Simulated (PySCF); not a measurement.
Ligands exchanged one at a time, In SH-H. All species are isolated molecules in the gas phase. One relaxed conformer stands for each flexible species; it need not be the lowest. Strings in code marks are SMILES.

Method: TPSSh-D3(BJ)/def2-TZVP // CAM-B3LYP-D3(BJ)/def2-TZVP run with PySCF. Excitations are Tamm–Dancoff values on a coarser integration grid. The basis has no diffuse functions, so Rydberg states are missing or too high.

```csv
species,S1–T1 gap (TDA) (eV),T1 excitation (TDA) (eV),S1 oscillator strength
0 of 3 SH replaced by H (`[In]([SH])([SH])[SH]`),0.29,4.08,0.000
"1 of 3 SH replaced by H (`[SH][InH][SH]` (H–S–In–S torsion 180°, S–In–S–H torsion 0°))",___,4.33,___
2 of 3 SH replaced by H,0.75,4.04,0.047
3 of 3 SH replaced by H (`[InH3]`),–,–,–
```

Problem. Fill in the missing entries.

Solution. 
- 1 of 3 SH replaced by H (`[SH][InH][SH]` (H–S–In–S torsion 180°, S–In–S–H torsion 0°)), S1–T1 gap (TDA) (eV): 0.51
- 1 of 3 SH replaced by H (`[SH][InH][SH]` (H–S–In–S torsion 180°, S–In–S–H torsion 0°)), S1 oscillator strength: 0.000
